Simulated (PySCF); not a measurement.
## Induced dipoles and field energies

Compound: trans-Ge(PH3)2Cl4.
Cartesian coordinates in Å at the PBE0-D3(BJ)/def2-SVP level; atoms count from 1:
```
atom  x, y, z in Å
Ge1    0.006   -0.013    0.001
P2    -0.014   -0.010    2.464
H3     0.366    1.191    3.109
H4     0.861   -0.952    3.048
H5    -1.240   -0.304    3.105
P6     0.021    0.003   -2.461
H7     1.238    0.319   -3.112
H8    -0.867    0.950   -3.016
H9    -0.361   -1.188   -3.123
Cl10   2.256   -0.041    0.131
Cl11  -2.245    0.017   -0.132
Cl12   0.043    2.240   -0.089
Cl13  -0.034   -2.263    0.098
```

Level: PBE0/def2-SVPD (PySCF); nuclei fixed, core orbitals frozen in the response. Permanent dipole (-0.003, 0.025, -0.002) D (1 au = 2.5417 D). Static polarisability (au):

```
x   139.47   0.32  -0.04
y     0.32 139.40  -0.16
z    -0.04  -0.16 163.78
```

Only the terms in μ and α are kept: μ(F) = μ + αF and ΔE = −μ·F − ½ F·αF.

Task: Apply 0.003 au along ±x, ±y and ±z in turn. Tabulate induced and total dipoles and both energy terms.

Result: 
```csv
field along,induced x (D),induced y (D),induced z (D),total size (D),−μ·F (kJ/mol),−½F·αF (kJ/mol)
+x,1.063,0.002,0.000,1.061,+0.009,-1.648
−x,-1.063,-0.002,0.000,1.067,-0.009,-1.648
+y,0.002,1.063,-0.001,1.088,-0.077,-1.647
−y,-0.002,-1.063,0.001,1.038,+0.077,-1.647
+z,0.000,-0.001,1.249,1.247,+0.006,-1.935
−z,0.000,0.001,-1.249,1.251,-0.006,-1.935
```

Task: For the field (0.0030, -0.0018, -0.0024) au, what is the induced dipole, and what angle does it make with the field?

Result: αF = (1.062, -0.634, -0.999) D, at 4.5° to the field. The polarisability along this direction, F·αF/F², is 147.00 au, against a mean of 147.55 au.

Task: Induction energy −ᾱe²/2R⁴ of a unit charge at 12 Å, the molecule taken as a point?

Result: R = 22.68 bohr, so the energy is −147.5/(2 × 22.68⁴) Eh = -0.732 kJ/mol.

Isolated species at its PBE0-D3(BJ)/def2-SVP geometry, gas phase. The calculation is non-relativistic, for germanium too.
